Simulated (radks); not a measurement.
Values are calculated unless marked as measured or tabulated.
Task: Radial electron density D(r) = 4 pi r^2 rho(r) of an atom or ion with 51 electrons. Level of theory: scalar-relativistic Kohn-Sham, BLYP, spin-polarised, spherical densities, finite nucleus; Fermi nuclear charge, rms radius of each element as measured or else 0.836 A^(1/3) + 0.57 fm (a radial shooting solver on a logarithmic mesh with Libxc functionals).

| r (bohr) | D(r) (e/bohr) | spin D(r) |
|---|---|---|
| 0.002645 | 12.58 | 0.0000613 |
| 0.00303 | 15.42 | 0.000121 |
| 0.003472 | 18.77 | 0.000223 |
| 0.004009 | 22.93 | 0.000405 |
| 0.004593 | 27.47 | 0.000690 |
| 0.005263 | 32.59 | 0.00115 |
| 0.006029 | 38.24 | 0.00189 |
| 0.006908 | 44.30 | 0.00306 |
| 0.007914 | 50.61 | 0.00489 |
| 0.009067 | 56.88 | 0.00773 |
| 0.01047 | 63.12 | 0.0124 |
| 0.012 | 68.19 | 0.0190 |
| 0.01374 | 72.03 | 0.0289 |
| 0.01575 | 74.30 | 0.0432 |
| 0.01804 | 74.79 | 0.0634 |
| 0.02067 | 73.56 | 0.0911 |
| 0.02368 | 71.05 | 0.128 |
| 0.02735 | 67.95 | 0.177 |
| 0.03133 | 65.81 | 0.233 |
| 0.0359 | 65.71 | 0.295 |
| 0.04113 | 68.57 | 0.354 |
| 0.04712 | 74.56 | 0.399 |
| 0.05398 | 82.74 | 0.416 |
| 0.06185 | 91.04 | 0.390 |
| 0.07142 | 96.99 | 0.308 |
| 0.08183 | 97.59 | 0.189 |
| 0.09375 | 92.71 | 0.0672 |
| 0.1074 | 84.17 | -0.000962 |
| 0.1231 | 75.77 | 0.0467 |
| 0.141 | 71.57 | 0.240 |
| 0.1615 | 73.42 | 0.537 |
| 0.1865 | 79.61 | 0.825 |
| 0.2137 | 83.80 | 0.901 |
| 0.2448 | 80.83 | 0.695 |
| 0.2805 | 69.10 | 0.303 |
| 0.3214 | 52.39 | 0.0107 |
| 0.3682 | 37.58 | 0.135 |
| 0.4218 | 29.99 | 0.777 |
| 0.4872 | 29.98 | 1.73 |
| 0.5582 | 32.75 | 2.36 |
| 0.6395 | 32.89 | 2.37 |
| 0.7326 | 28.49 | 1.83 |
| 0.8394 | 21.42 | 1.22 |
| 0.9616 | 14.83 | 0.987 |
| 1.102 | 10.54 | 1.22 |
| 1.272 | 8.195 | 1.67 |
| 1.458 | 6.733 | 1.87 |
| 1.67 | 5.097 | 1.66 |
| 1.913 | 3.279 | 1.17 |
| 2.192 | 1.722 | 0.644 |
| 2.511 | 0.7200 | 0.277 |
| 2.877 | 0.2347 | 0.0918 |
| 3.323 | 0.05271 | 0.0207 |
| 3.807 | 0.009158 | 0.00358 |
| 4.362 | 0.001098 | 0.000423 |

What is the nuclear charge?

Result: Z = 57. The innermost maximum, from 1s, lies near gamma/Z bohr with gamma = sqrt(1 - (Z/c)^2) = 0.909, here 0.016 bohr (found: 0.0175), and its height grows with Z. The density is that of the lanthanum ion La6+ in [Ar] 3d10 4s2 4p5 4d10 5s2 5p4; the configuration itself is not fixed sharply by these data, and Z only to a few units. D(r) has 4 maxima, at r = 0.0175, 0.0774, 0.219, 0.600 bohr, and minima at 0.0337, 0.144, 0.450 bohr, inside which lie 1.96, 11.18, 28.99 electrons.
